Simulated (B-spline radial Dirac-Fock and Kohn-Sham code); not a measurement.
Calculated with a radial finite-basis atomic code, using relaxed Dirac-Fock hole states (ΔSCF) with Breit and QED corrections and a finite nucleus. Free neutral atoms.

Q: Order these X-ray lines by photon energy, lowest first.
A. Cr Lβ6
B. Ti Lβ4
C. Ce Mζ1
D. Cs Mζ1
E. Cu Lβ3
F. Ni Lγ5

A: B (528.6 eV), D (555.1 eV), A (575.8 eV), C (666.6 eV), F (878.8 eV), E (1023.2 eV).
